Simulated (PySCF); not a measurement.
## Calculated data, CH₆BGe, AlClGeH₂O, B₂GeH₆N, BGeH₃OSi and others

All values are calculated (PySCF 2.14.0). Calculation on a computer-drawn molecule: optimised geometry and harmonic frequencies of an isolated molecule of the commonest isotopes, restricted reference for singlets and unrestricted otherwise, frozen core in MP2; on germanium a core potential holds 10 electrons, which the energies leave out, and 3d is frozen in MP2 and coupled-cluster steps.

Common to all runs: basis and core potential on germanium cc-pVDZ-PP ECP10MDF.

(1) CH₆BGe

Start structure:
```xyz
9
CH6BGe
C      0.4697     0.9974     2.4553
B     -0.4836     0.3929     1.5789
Ge    -0.5156     0.9580    -0.4811
H      0.3231     1.2088     3.5026
H      1.5223     1.3119     2.1551
H     -1.3824    -0.2698     1.9325
H     -0.6124    -0.2478    -1.3435
H      0.7238     1.6458    -0.8666
H     -1.6130     1.7794    -0.8214
```

* charge: 0
* multiplicity: 2
* method: HF
* basis: cc-pVDZ
* rotational constants: 29.57, 3.225, 3.015 GHz
* total energy: -359.3645 hartree
* spin squared: 0.7569
* convergence status largest gradient component: 3.211e-06 hartree/bohr

Drawn bonds:
```tsv
atom	other atom	order
1	2	1
2	3	1
1	4	1
1	5	1
2	6	1
3	7	1
3	8	1
3	9	1
```

Optimised structure:
```xyz
9
CH6BGe
C      0.5454     0.9905     2.5142
B     -0.5589     0.5391     1.5454
Ge    -0.4980     0.9241    -0.5088
H      0.5067     0.7866     3.5810
H      1.4283     1.5380     2.1968
H     -1.5028    -0.0628     1.9820
H     -0.5275    -0.3870    -1.3123
H      0.7591     1.7000    -0.9393
H     -1.7203     1.7482    -0.9473
```

Modes:
```tsv
frequency (cm⁻¹)	reduced mass (dalton)
66.51	1.214
214.7	1.055
215.7	2.512
462.9	1.044
474.1	2.081
599.2	1.537
739.1	1.23
859.1	1.59
893.3	1.164
906.4	1.047
968.1	1.025
974.1	1.029
1105	1.956
1234	2.142
1565	1.193
2182	1.023
2183	1.023
2204	1.012
2694	1.093
3268	1.056
3354	1.114
```

(2) AlClGeH₂O

Start structure:
```xyz
6
AlClGeH2O
Al    -1.4679     1.7320     0.7615
O     -0.8028     0.2003     0.6584
Ge    -0.0357    -1.4290     0.5507
Cl     1.4816    -1.4597     1.8733
H      0.5129    -1.5388    -0.8664
H     -1.0674    -2.4697     0.8451
```

- charge: 0
- multiplicity: 1
- method: HF
- basis: cc-pV(D+d)Z
- rotational constants: 5.375, 1.461, 1.166 GHz
- total energy: -1070.9509 hartree
- convergence status largest gradient component: 9.042e-06 hartree/bohr

Drawn bonds:
```tsv
atom	other atom	order
1	2	1
2	3	1
3	4	1
3	5	1
3	6	1
```

Optimised structure:
```xyz
6
AlClGeH2O
Al    -1.4246     1.7496     0.8536
O     -0.8620     0.1700     0.5647
Ge    -0.0915    -1.3927     0.4763
Cl     1.5180    -1.4252     1.9357
H      0.5506    -1.5838    -0.8873
H     -1.0698    -2.4828     0.8797
```

Modes:
```tsv
frequency (cm⁻¹)	reduced mass (dalton)
55.12	23.9
98.12	6.623
237.6	17.05
418	36.26
458.3	27.14
598.1	1.164
728	1.056
865.5	1.15
934.7	1.099
1045	4.82
2286	1.026
2295	1.014
```

(3) B₂GeH₆N

Start structure:
```xyz
10
B2GeH6N
B     -0.9237     0.7882     2.8630
N     -1.1699     0.8760     1.4013
B     -2.1323     1.6556     0.7380
Ge     0.0033    -0.1456     0.4074
H     -1.5182     1.3729     3.4793
H      0.0224     0.1026     3.2148
H     -2.8703     2.3635     1.3338
H     -2.1299     1.6338    -0.4309
H      1.0511    -0.9654     1.0702
H     -0.2332     0.0496    -1.1674
```

* charge: 1
* multiplicity: 1
* method: HF
* basis: cc-pVDZ
* rotational constants: 9.383, 3.455, 2.525 GHz
* total energy: -400.4615 hartree
* convergence status largest gradient component: 3.77e-05 hartree/bohr

Drawn bonds:
```tsv
atom	other atom	order
1	2	1
2	3	1
2	4	1
1	5	1
1	6	1
3	7	1
3	8	1
4	9	1
4	10	1
```

Optimised structure:
```xyz
10
B2GeH6N
B     -0.9013     0.7952     2.8320
N     -1.0746     0.8483     1.3716
B     -2.1140     1.6767     0.7399
Ge     0.0002    -0.1125     0.3438
H     -1.6258     1.4426     3.5125
H     -0.0347     0.0993     3.2701
H     -2.8299     2.3164     1.4367
H     -2.1916     1.6685    -0.4522
H      1.0590    -0.9571     1.0053
H     -0.1878    -0.0462    -1.1502
```

Modes:
```tsv
frequency (cm⁻¹)	reduced mass (dalton)
231.1	1.058
282.3	2.892
294.3	3.926
325.4	1.028
343.2	2.713
392.2	1.009
627.2	1.106
664.2	3.801
731.1	1.092
905.8	1.187
947.5	1.614
959.1	1.328
1101	1.335
1114	1.407
1202	2.436
1268	2.716
1340	1.438
1368	1.232
2347	1.014
2380	1.028
2722	1.052
2731	1.057
2850	1.13
2862	1.129
```

(4) BGeH₃OSi

Start structure:
```xyz
7
BGeH3OSi
O     -0.9446    -3.6807    -0.9072
B     -0.5697    -2.5600    -1.0244
Ge     0.1391    -0.6375    -1.3033
Si     1.9847    -0.6755    -2.9407
H     -1.0613     0.2096    -1.7344
H      0.6120    -0.1474     0.0709
H      2.8034    -1.5743    -2.0408
```

- charge: 0
- multiplicity: 1
- method: MP2
- basis: cc-pV(D+d)Z
- rotational constants: 5.198, 2.041, 1.511 GHz
- total energy: -684.0379 hartree
- convergence status largest gradient component: 5.533e-06 hartree/bohr

Drawn bonds:
```tsv
atom	other atom	order
1	2	2
2	3	1
3	4	1
3	5	1
3	6	1
4	7	1
```

Optimised structure:
```xyz
7
BGeH3OSi
O     -0.9125    -3.6963    -0.9613
B     -0.5468    -2.5336    -1.0526
Ge     0.1490    -0.6119    -1.2950
Si     1.9097    -0.8224    -2.9940
H     -1.0585     0.2436    -1.7079
H      0.6327    -0.1458     0.0887
H      2.7901    -1.4994    -1.9578
```

Modes:
```tsv
frequency (cm⁻¹)	reduced mass (dalton)
49.37	16.49
154.6	1.101
272.9	3.526
306	7.253
343.1	8.627
385.1	1.142
419.8	15.68
622.9	1.22
648.4	1.123
748.6	1.072
896.3	1.024
1905	12.39
2122	1.042
2169	1.019
2184	1.021
```

(5) GeH₃NOSi

Start structure:
```xyz
7
GeH3NOSi
O      0.3162    -0.3184     0.0329
Si     1.4537    -0.0815     1.2125
N      2.0348     1.4930     0.6731
Ge     1.4915     2.1629    -0.7505
H     -0.2513    -1.0969     0.0390
H      2.1040     3.5127    -1.0709
H      0.4938     1.7797    -1.8840
```

- charge: 0
- multiplicity: 1
- method: HF
- basis: cc-pV(D+d)Z
- rotational constants: 10.86, 1.887, 1.623 GHz
- total energy: -713.3551 hartree
- convergence status largest gradient component: 1.797e-05 hartree/bohr

Drawn bonds:
```tsv
atom	other atom	order
1	2	1
2	3	1
3	4	2
1	5	1
4	6	1
4	7	1
```

Optimised structure:
```xyz
7
GeH3NOSi
O      0.0823    -0.3769     0.1984
Si     1.5489    -0.1825     1.0032
N      1.9994     1.3895     0.5339
Ge     1.5522     2.2870    -0.8177
H     -0.3513    -1.2063     0.3427
H      1.9419     3.7575    -0.9226
H      0.8693     1.7832    -2.0857
```

Modes:
```tsv
frequency (cm⁻¹)	reduced mass (dalton)
69.23	4.14
130.3	3.124
196.4	1.654
400.8	5.391
517.6	1.112
600.5	1.774
671.3	1.112
710.9	2.654
809.3	8.148
919.1	1.224
971.6	1.049
1155	11.73
2249	1.024
2270	1.016
4147	1.067
```

(6) AlClGeH₃O

Start structure:
```xyz
7
AlClGeH3O
Cl     0.1558    -3.0731    -3.1468
Al     1.6761    -1.7534    -2.6585
O      1.0692    -0.2320    -2.0414
Ge     0.2607     1.1211    -1.4887
H      3.2101    -1.9036    -2.7534
H     -0.0258     1.1964    -0.0113
H     -0.1005     2.1715    -2.5069
```

* charge: 1
* multiplicity: 1
* method: MP2
* basis: cc-pV(D+d)Z
* rotational constants: 8.793, 0.8694, 0.8004 GHz
* total energy: -1071.7369 hartree
* convergence status largest gradient component: 3.162e-05 hartree/bohr

Drawn bonds:
```tsv
atom	other atom	order
1	2	1
2	3	1
3	4	1
2	5	1
4	6	1
4	7	1
```

Optimised structure:
```xyz
7
AlClGeH3O
Cl     0.1586    -3.1084    -3.1594
Al     1.6760    -1.7916    -2.6738
O      1.0645    -0.2379    -2.0433
Ge     0.2518     1.1414    -1.4804
H      3.2178    -1.8886    -2.7491
H     -0.0253     1.2133     0.0086
H     -0.0978     2.1987    -2.5097
```

Modes:
```tsv
frequency (cm⁻¹)	reduced mass (dalton)
42.42	15.34
53.8	2.192
111.2	1.433
215.9	14.06
402.3	13.66
466.8	1.258
572	2.821
620.7	1.131
648	1.6
686.5	1.072
863.9	1.075
1039	9.889
2109	1.045
2270	1.013
2314	1.029
```
